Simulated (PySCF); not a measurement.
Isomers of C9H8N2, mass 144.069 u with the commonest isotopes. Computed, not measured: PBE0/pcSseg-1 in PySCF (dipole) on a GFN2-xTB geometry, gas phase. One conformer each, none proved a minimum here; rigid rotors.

Task: Order these by rotational constant A, smallest first.
A. `[CH2:1]=[N:2][c:3]1[cH:4][cH:5][n:6]([C:7]2=[CH:8][C:9]2=[CH2:10])[cH:11]1` with C1–N2–C3–C4 152°, C5–N6–C7–C8 180°
B. `[CH3:1]/[N:2]=[CH:3]/[c:4]1[cH:5][cH:6][cH:7][c:8]([C:9]#[N:10])[cH:11]1` with N2–C3–C4–C5 0°
C. `[CH2:1]=[N:2][c:3]1[cH:4][cH:5][c:6]([CH3:7])[cH:8][c:9]1[C:10]#[N:11]` with C1–N2–C3–C4 -133°
D. `[CH:1]#[C:2][c:3]1[cH:4][n:5][n:6][c:7]([CH:8]=[CH2:9])[c:10]1[CH3:11]` with N6–C7–C8–C9 0°

Result: C (2040 MHz), D (2301 MHz), B (2820 MHz), A (3718 MHz).

Task: Order these by rotational constant C, smallest first.
A. `[CH:1]#[C:2][c:3]1[cH:4][n:5][n:6][c:7]([CH:8]=[CH2:9])[c:10]1[CH3:11]` with N6–C7–C8–C9 0°
B. `[CH2:1]=[N:2][c:3]1[cH:4][cH:5][n:6]([C:7]2=[CH:8][C:9]2=[CH2:10])[cH:11]1` with C1–N2–C3–C4 152°, C5–N6–C7–C8 180°
C. `[CH3:1]/[N:2]=[CH:3]/[c:4]1[cH:5][cH:6][cH:7][c:8]([C:9]#[N:10])[cH:11]1` with N2–C3–C4–C5 0°

Result: C (475.7 MHz), B (498.0 MHz), A (616.0 MHz).

Task: Order these by out-of-plane moment Σ m c² = (Ia + Ib − Ic)/2, largest first.
A. `[CH3:1]/[N:2]=[CH:3]/[c:4]1[cH:5][cH:6][cH:7][c:8]([C:9]#[N:10])[cH:11]1` with N2–C3–C4–C5 0°
B. `[CH2:1]=[N:2][c:3]1[cH:4][cH:5][c:6]([CH3:7])[cH:8][c:9]1[C:10]#[N:11]` with C1–N2–C3–C4 -133°
C. `[CH2:1]=[N:2][c:3]1[cH:4][cH:5][n:6]([C:7]2=[CH:8][C:9]2=[CH2:10])[cH:11]1` with C1–N2–C3–C4 152°, C5–N6–C7–C8 180°

Result: B (6.97 u·Å²), C (2.19 u·Å²), A (1.56 u·Å²).

```tsv
SMILES	point group	Ia (u·Å²)	Ib (u·Å²)	Ic (u·Å²)	κ	μa (D)	μb (D)	μc (D)
C/N=C/c1cccc(C#N)c1	Cs	179.24	886.36	1062.47	-0.92	4.01	1.23	0.02
C#Cc1cnnc(C=C)c1C	Cs	219.62	603.90	820.38	-0.74	1.90	3.69	0.00
C=Nc1ccc(C)cc1C#N	C1	247.68	573.94	807.67	-0.64	2.99	2.22	1.27
C=Nc1ccn(C2=CC2=C)c1	C1	135.94	883.23	1014.80	-0.95	0.81	2.13	0.62
```
